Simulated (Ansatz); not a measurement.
`F[SiH2][TeH]` + NH₃ → `N[SiH2][TeH]` + H–F at 400 K and 1 bar (ligand exchange at the Si–F bond).

Program: Ansatz. Geometries: PBE0-D4/def2-TZVP. ΔE: electronic, gas phase. CCSD(T)/CBS adds triple-zeta CCSD(T) − MP2 to the extrapolated MP2 energy (def2 sets, frozen cores). This one scheme is used for every species. def2 core potentials past Kr. For Te outer-core shells are correlated without core-valence functions, which leaves a few kJ/mol of doubt a bond. Each species was taken in one conformer, which may not be the lowest.

```json
{"species": "`F[SiH2][TeH]`", "CCSD(T)/CBS energy (Eh)": "-658.47489", "H − E (kJ/mol)": "95.0", "S (J/(mol·K))": "340.0"}
{"species": "NH₃", "CCSD(T)/CBS energy (Eh)": "-56.50880", "H − E (kJ/mol)": "104.2", "S (J/(mol·K))": "203.1"}
{"species": "`N[SiH2][TeH]`", "CCSD(T)/CBS energy (Eh)": "-614.55865", "H − E (kJ/mol)": "160.5", "S (J/(mol·K))": "361.4"}
{"species": "H–F", "CCSD(T)/CBS energy (Eh)": "-100.39570", "H − E (kJ/mol)": "36.5", "S (J/(mol·K))": "182.2"}
```

H − E and S are ideal-gas, rigid-rotor, harmonic terms from PBE0-D4/def2-TZVP, for one conformer and one mirror image of each species. 1 Eh = 2625.50 kJ/mol, R = 8.31446 J/(mol·K).

Q: By hand: ΔE, ΔH, ΔS and ΔG.

A: ΔE = (-614.55865) + (-100.39570) − (-658.47489) − (-56.50880) = 0.02934 Eh = 77.0 kJ/mol. Δ(H − E) = 160.5 + 36.5 − 95.0 − 104.2 = -2.2, so ΔH = 74.8 kJ/mol. ΔS = 361.4 + 182.2 − 340.0 − 203.1 = 0.5 J/(mol·K). ΔG = 74.8 − 400 × (0.5)/1000 = 74.6 kJ/mol.

Q: By hand: the equilibrium constant, and the temperature at which ΔG would vanish if ΔH and ΔS stayed fixed.

A: log₁₀ K = −ΔG/(RT ln 10) = -9.7. ΔG = 0 at ΔH/ΔS = 149600 K, far beyond where these terms or the molecules hold.

The number of gas molecules stays the same, so ΔS is small and ΔH decides. A doubt of 5 kJ/mol in ΔE shifts log₁₀ K by 0.7 here. Other conformers and mirror images would add mixing entropy, several J/(mol·K) or more a flexible species. These are equilibria of isolated gas molecules and say nothing of rates. Largest T1 diagnostic: 0.011 (customary marks: 0.02 for closed shells, 0.045 for open ones).
